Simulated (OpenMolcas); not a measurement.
## Ionisation energies of samarium

```json
{
  "Program": "OpenMolcas",
  "Basis": "ANO-RCC-VQZP [9s8p6d4f3g2h]",
  "Scalar Hamiltonian": "DKH2, point nucleus",
  "Spin-orbit coupling": "state interaction with AMFI integrals over the reference wave functions, term energies averaged over their components"
}
```

Active shells in each charge state: the valence f shell, with orbitals averaged over the low states. Where CASPT2's correlated closed shells are named, they are those of the first ion.

A. CASSCF
B. SS-CASPT2, IPEA 0.25 Eh, imaginary shift 0.1 Eh (closed shells correlated: 5s 5p)
C. SS-CASPT2, IPEA 0.25 Eh, imaginary shift 0.1 Eh (closed shells correlated: 4d 5s 5p)
D. SS-CASPT2, IPEA 0 Eh, imaginary shift 0.1 Eh (closed shells correlated: 5s 5p)

Energies in eV between the lowest computed levels, named as in B; reference values from the NIST Atomic Spectra Database with their kind.

```csv
From,To,A,B,C,D,Spin-orbit share in B,Reference
Sm2+ 4f6 7F0,Sm3+ 4f5 6H* 5/2,20.978,23.847,23.922,24.058,-0.074,23.550 (semi-empirical)
Sm3+ 4f5 6H* 5/2,Sm4+ 4f4 5I4,39.252,41.334,41.389,41.444,-0.129,41.640 (semi-empirical)
Sm4+ 4f4 5I4,Sm5+ 4f3 4I* 9/2,61.120,62.524,62.495,62.585,-0.147,62.700 (semi-empirical)
```

The lowest level within the active space need not be the ion's true ground level.

* marks odd parity.
